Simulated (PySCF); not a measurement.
Cartesian coordinates (Å):
```xyz
1

Br     0.0000     0.0000     0.0000
```
Charge 0, spin multiplicity 2.

Task: Estimate the dipole moment, total energy and highest occupied spin orbital that TPSSh-D3(BJ)/def2-TZVP (PySCF) returns for this input.

Result: 
- dipole moment = 0.00 D
- total energy = -2574.0232 Ha
- highest occupied spin orbital = -8.08 eV
